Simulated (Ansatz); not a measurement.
An input meant for Rb₃H₄⁻ (charge -1, singlet).

```yaml
crystal:
  periodic: [false, false, false]
  atoms:
    - {symbol: Rb, position_ang: [1.105770, -1.999863, 0.103921]}
    - {symbol: Rb, position_ang: [-2.286152, 0.033752, 0.104231]}
    - {symbol: Rb, position_ang: [1.171518, 1.952796, 0.232553]}
    - {symbol: H, position_ang: [-0.034751, -0.055904, 1.781856]}
    - {symbol: H, position_ang: [-1.377000, 2.527372, -0.689138]}
    - {symbol: H, position_ang: [2.880903, -0.024289, -0.686359]}
    - {symbol: H, position_ang: [-1.460278, -2.433864, -0.847075]}
basis:
  gaussian: {orbitals: def2-TZVP}
total_charge: -1
hamiltonian: {xc: {name: wB97X-D}, dispersion: d3bjatm}
```

```sh
$ ansatz run in.yaml --threads 4 --pin off --events-out ev --progress --plain --max-ram 3916MiB
```

Output, abridged:

```
Error: YAML parse error: error: line 14 column 19: hamiltonian.xc: no functional is named "wB97X-D"; the names, which are not case-sensitive, are SVWN5, SPW92, PBE, PBE0, PBEsol, revPBE, revPBE0, RPBE, rPW86-PBE, HSE06, wPBEh, LC-wPBE, HISS, HF, BLYP, B3LYP, B3LYP5, BHLYP, CAM-B3LYP, r2SCAN, r2SCANh, r2SCAN0, r2SCAN50, m-r2SCAN, B97, wB97, wB97X, wB97X-V, B97M-V, wB97M-V, B2PLYP, B2GP-PLYP, PBE0-DH, PBE-QIDH
12 |   gaussian: {orbitals: def2-TZVP}
13 | total_charge: -1
14 | hamiltonian: {xc: {name: wB97X-D}, dispersion: d3bjatm}
```

In this input the method's name isn't one that the program takes here. The input was rejected before any iteration.
